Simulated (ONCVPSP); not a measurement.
Zr, ONCV: configuration errors across variants

ONCVPSP 4.0.1 input, shortened (lines: element, Z, core and valence counts, functional; n l f; lmax; l rc ep ncon nbas qcut; lloc lpopt rc5 dvloc0; l nproj debl; icmod fcfact rcfact), BLYP, scalar-relativistic:

```
  Zr 40.00    6    5  -106131      upf
    1    0    2.00
    2    0    2.00
    2    1    6.00
    3    0    2.00
    3    1    6.00
    3    2   10.00
    4    0    2.00
    4    1    6.00
    4    2    2.00
    5    0    1.75
    5    1    0.25
    2
    0    1.65    0.00    4    9    8.50
    1    2.35    0.00    4    9    7.00
    2    2.80    0.00    5   10    4.50
    4    3    1.40    0.00
    0    2    2.60
    1    3    3.00
    2    1    3.40
    0    0.00    0.00
```

All-electron excitation energies from the reference (eV): (1) 4s2 4p6 4d2 5s2 5p0 -0.745; (2) 4s2 4p6 4d2 5s1 5p0 6.315; (3) 4s2 4p6 4d2 5s0 5p0 19.360; (4) 4s2 4p6 4d1 5s2 5p0 6.744.

3 further variants failed, have other tests or too few solved ones, and are left out.

Errors AE − PS in meV (a dash: test not solved or not reliable):

```csv
change,(1),(2),(3),(4),bound ghosts,GHOST(+) flags above zero
base,+0.1,-0.9,-4.7,+31,none,"s, d"
s: nbas 8,+0.1,-0.9,-4.7,+31,none,"s, d"
"core correction polynomial model core, fcfact 0.55",+0.1,-1.1,-6.3,+28,none,"s, d"
"p: ncon 3, nbas 8",+0.1,-0.9,-4.7,+31,none,"s, d"
```

(1) Give the same row for: local potential polynomial inside 1.40 bohr (lpopt 5, dvloc0 3 Ha).

## Answers

(1) +0.1, -0.9, -4.8, +31; bound ghosts: none; GHOST(+) flags above zero: none.
